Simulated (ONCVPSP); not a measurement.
## phosphorus (P): variants of one ONCV potential

Base potential:

| Quantity | Value |
| --- | --- |
| Element | P (Z = 15) |
| Generator | ONCVPSP 4.0.1 |
| Type | optimised norm-conserving Vanderbilt (ONCV) |
| Functional | LDA (Perdew-Zunger) |
| Relativity | non-relativistic |
| Frozen core | [Ne] |
| Valence charge | 5 |
| Reference configuration | 3s2 3p2 (charge +1) |
| Partial waves | 3s: rc 1.40 bohr, ncon 3, nbas 8, qcut 4.6 1/bohr, 2 projectors, debl 3.2 Ha; 3p: rc 1.85 bohr, ncon 4, nbas 7, qcut 4.8 1/bohr, 1 projector |
| Local potential | polynomial inside 1.20 bohr (lpopt 5, dvloc0 0 Ha) |
| Core correction | none |

Cutoffs, loose and tight: the cutoffs (Ha) at which the residual kinetic energy of the hardest occupied pseudo-wave falls to 1 and 0.1 mHa per electron. They do not see the model core or the augmentation charge, which bear on the density cutoff. Test errors are all-electron minus pseudo excitation energies from the reference, over the configurations 3s2 3p3; 3s2 3p1; 3s2 3p0; 3s0 3p5. A dash means not determined; rows that change the core or the reference have their own tests.

| change | outcome | cutoff, loose | cutoff, tight | bound ghosts | GHOST(+) flags above zero | largest test error (meV) |
| --- | --- | --- | --- | --- | --- | --- |
| base | generated | 10 Ha | 32 Ha | none | s | +91 |
| p: rc 1.28 | generated | 64 Ha | 88 Ha | none | s | +88 |
| scalar-relativistic | generated | 10 Ha | 33 Ha | none | s | +88 |
| local potential polynomial inside 1.10 bohr (lpopt 5, dvloc0 0 Ha) | generated | 10 Ha | 32 Ha | none | s | +91 |
| s: qcut 4.2 | generated | 12 Ha | 79 Ha | none | s | +93 |
| local potential polynomial inside 1.20 bohr (lpopt 5, dvloc0 -2.5 Ha) | generated | 10 Ha | 32 Ha | none | s | +91 |
| s: ncon 5, nbas 10 | generated | 10 Ha | 62 Ha | none | s | +91 |
| p: qcut 2.8 | generated | 10 Ha | 32 Ha | none | s | +91 |

What comes out with this change to the base: s: rc 1.46?

outcome: generated; cutoff, loose: 9.9 Ha; cutoff, tight: 33 Ha; bound ghosts: none; GHOST(+) flags above zero: s; largest test error (meV): +92.
